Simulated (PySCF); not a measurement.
Point-charge models of `C=C(C#N)C(=C)C(=C)C#N` against its computed dipole.

Coordinates (GFN2-xTB, Å) and charges (e) from the PBE0/pcSseg-1 density (PySCF):

```csv
atom,x,y,z,Mulliken,IAO,Hirshfeld,ESP-fitted
C1,1.311,1.194,1.052,+0.0304,-0.2600,-0.0509,-0.3883
C2,1.140,-0.040,0.569,-0.3079,-0.0348,+0.0213,-0.0530
C3,2.237,-0.943,0.562,+0.1344,+0.1386,+0.0827,+0.4077
N4,3.125,-1.666,0.545,-0.2301,-0.2268,-0.2064,-0.4528
C5,-0.137,-0.577,0.063,-0.1384,+0.0002,+0.0065,+0.1607
C6,-0.442,-1.870,0.205,+0.0293,-0.2795,-0.0695,-0.4828
C7,-1.065,0.353,-0.604,-0.3073,-0.0348,+0.0212,-0.0537
C8,-0.699,1.411,-1.335,+0.0307,-0.2600,-0.0509,-0.3897
C9,-2.446,0.047,-0.471,+0.1335,+0.1387,+0.0827,+0.4083
N10,-3.560,-0.193,-0.357,-0.2302,-0.2270,-0.2064,-0.4533
H11,0.500,1.901,1.097,+0.1415,+0.1710,+0.0586,+0.2139
H12,2.266,1.520,1.429,+0.1409,+0.1782,+0.0679,+0.2085
H13,0.236,-2.560,0.677,+0.1453,+0.1735,+0.0584,+0.2253
H14,-1.378,-2.270,-0.146,+0.1454,+0.1736,+0.0585,+0.2258
H15,-1.432,2.035,-1.818,+0.1411,+0.1783,+0.0679,+0.2094
H16,0.336,1.667,-1.482,+0.1413,+0.1710,+0.0587,+0.2140
```

**Question.** What dipole does each set of charges give (1 e·Å = 4.803 D), and what does the density give?

**Answer.** The full density gives (0.76, 3.23, -0.33) D, 3.33 D in size; dipole vectors point from the negative to the positive end.

```tsv
scheme	μx	μy	μz	size (D)	share of the full size (%)	angle to the full dipole (°)
Mulliken	0.69	2.98	-0.31	3.07	92	0
IAO	0.60	2.58	-0.27	2.66	80	0
Hirshfeld	0.54	2.30	-0.24	2.37	71	0
ESP-fitted	0.76	3.23	-0.33	3.34	100	0
```

**Question.** Which set comes closest?

**Answer.** Length of the difference vector: ESP-fitted 0.00 D, Mulliken 0.26 D, IAO 0.67 D, Hirshfeld 0.96 D. Closest: ESP-fitted. ESP charges are fitted to the potential around the molecule, whose slowest-falling term is the dipole's. The schemes that divide the density aren't constrained to reproduce the dipole.

**Question.** What is left for the Hirshfeld atoms' own dipoles?

**Answer.** The shares of the density sum to the whole, so what Σ q r misses lies in dipoles about the nuclei. The atomic dipoles sum to (0.76, 3.23, -0.33) − (0.54, 2.30, -0.24) = (0.22, 0.93, -0.09) D, 0.96 D in size.

**Question.** With the origin at the mean of the coordinates, (0.000, 0.001, -0.001) Å, which are the largest single terms, by size, of the Hirshfeld dipole along the direction of the full one?

**Answer.** N10 +0.95, N4 +0.95, H14 -0.70, H13 -0.70, C6 +0.65 D; all 16 atoms together +2.37 D. The single terms depend on the origin, their sum doesn't.

**Question.** Give the size of the full dipole in other units.

**Answer.** 3.33 D = 1.312 au = 0.694 e·Å = 11.12 × 10⁻³⁰ C·m.

Geometry: GFN2-xTB, one conformer, isolated molecule.

Shape of the structure used: `[CH2:1]=[C:2]([C:3]#[N:4])[C:5](=[CH2:6])[C:7](=[CH2:8])[C:9]#[N:10]`: C1–C2–C5–C6 -147°, C2–C5–C7–C8 33°.
